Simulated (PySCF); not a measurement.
Pr: excitation energy

Pr [Xe] 4f3 6s2 (high-spin determinant) → Pr [Xe] 4f3 6s1 6p1 (high-spin determinant), as a difference of total energies. Computed with PySCF 2.14 in ANO-R3 (9s7p4d5f3g1h, 123 functions), with the spin-free X2C one-electron Hamiltonian (Gaussian nucleus). Correlated levels: valence: [Kr] 4d10 frozen; valence and next inner shell: [Ar] 3d10 frozen. The calculations carry no spin-orbit coupling.

```
                                method  excitation energy (eV)
                                   UHF                   1.660
                                   LDA                   2.358
                                   PBE                   2.152
                                  PBE0                   2.077
                                r2SCAN                   1.835
                         MP2 (valence)                   2.441
                     SCS-MP2 (valence)                   2.461
    MP2 (valence and next inner shell)                   2.468
SCS-MP2 (valence and next inner shell)                   2.474
```

Task: How much does correlation contribute at MP2 (valence and next inner shell)?

Result: 2.468 − (1.660) = 0.808 eV, measured against UHF.

A first-order spin-orbit estimate (lowest level to lowest level, LS coupling) adds -0.094 eV.

The basis was made for the ground configuration and has no added diffuse functions, so the excitation energy can come out too high.

The determinant of the upper state and of the lower state mixes LS terms, which raises its energy above the lowest term, most at the Hartree-Fock and MP2 levels.
